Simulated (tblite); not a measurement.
Start geometry of `C[Si@@H](CC(F)(F)F)F` from a force field or distance geometry (Å):
```
atom  x, y, z in Å
C1    -1.6331    0.8211    0.2421
Si2   -0.8781   -0.7822   -0.1710
F3    -1.3779   -1.8974    1.0324
C4     0.9543   -0.8299   -0.1774
C5     1.6247    0.5035   -0.0312
F6     1.2483    1.3097   -1.0823
F7     1.3851    1.0986    1.1825
F8     2.9964    0.2833   -0.0989
H9    -2.4511    1.0372   -0.4842
H10   -2.1523    0.7414    1.2457
H11   -0.9857    1.6913    0.2834
H12   -1.4047   -1.2342   -1.4499
H13    1.3139   -1.2487   -1.1447
H14    1.3595   -1.4941    0.6315
```

What comes out of this run: GFN2-xTB geometry optimisation, gas phase (tblite 0.8.0)?

```
atom  x, y, z in Å
C1    -1.789    0.720    0.580
Si2   -0.897   -0.614   -0.415
F3    -1.515   -2.055   -0.019
C4     0.931   -0.784    0.123
C5     1.741    0.397   -0.307
F6     1.694    0.603   -1.637
F7     1.326    1.547    0.256
F8     3.045    0.285    0.004
H9    -2.839    0.768    0.306
H10   -1.740    0.512    1.648
H11   -1.358    1.703    0.417
H12   -1.009   -0.538   -1.862
H13    1.382   -1.670   -0.322
H14    1.027   -0.873    1.205
```

The energy falls by 14.1 kcal/mol over 142 L-BFGS steps, the largest force on an atom goes from 2.83 to 0.007 eV/Å, and the atoms move by 0.733 Å rms after alignment. The bond that changes most is Si2–F3 (fluorine-bound silicon to silicon-bound fluorine), which shortens by 0.097 Å. Bonds longer at the end by more than 0.005 Å: 2 of 13; shorter: 8. Among the angles that change most is C1–Si2–H12, from 108.8° to 116.8°. Among the dihedrals that turn most is C1–Si2–C4–H14, from 114° to 50°. Rotational constants go from 2791, 1026, 938.1 to 2954, 977.9, 876.2 MHz. The orientation of the end geometry is arbitrary; only internal coordinates are fixed.

Time: 0.89 s. Hardware: one thread, Arm Neoverse V1 (aarch64), shared host with 32 logical CPUs at a one-minute load of 20.

Its GFN2-xTB frequencies are all real (lowest 24 cm⁻¹). The numbers are those of one conformer.

These are computed values.
